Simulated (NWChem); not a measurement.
System: C$_{2}$H$_{7}$FSi; SMILES C[SiH2]CF

Input file for NWChem:

```
start job
memory heap 200 mb stack 900 mb global 1100 mb
geometry units angstroms noautoz
  C     -1.010860     1.563474     0.122063
  Si     0.601899     0.644811    -0.144514
  C      0.412042    -1.159360     0.431777
  F     -0.651689    -1.738963    -0.238387
  H     -1.253989     1.634867     1.193429
  H     -0.966233     2.583450    -0.288405
  H     -1.829335     1.024074    -0.378859
  H      0.969359     0.642301    -1.593978
  H      1.725337     1.260393     0.632691
  H      0.219618    -1.212644     1.519083
  H      1.325311    -1.749062     0.235502
end
basis spherical
  * library def2-tzvp
end
dft
  xc r2scan
  iterations 150
  semidirect filesize 400000000
  mulliken
end
task dft energy
```

All runs use the structure optimised with PBE0/def2-SVP.

Question: Predict the main results of this run. (r2SCAN/def2-TZVP.) Quantities: energy (Ha); highest occupied level (eV); orbital gap (eV); dipole (D).

Answer: 
```yaml
energy (Ha): -469.72
highest occupied level (eV): -7.23
orbital gap (eV): 7.64
dipole (D): 1.33
```
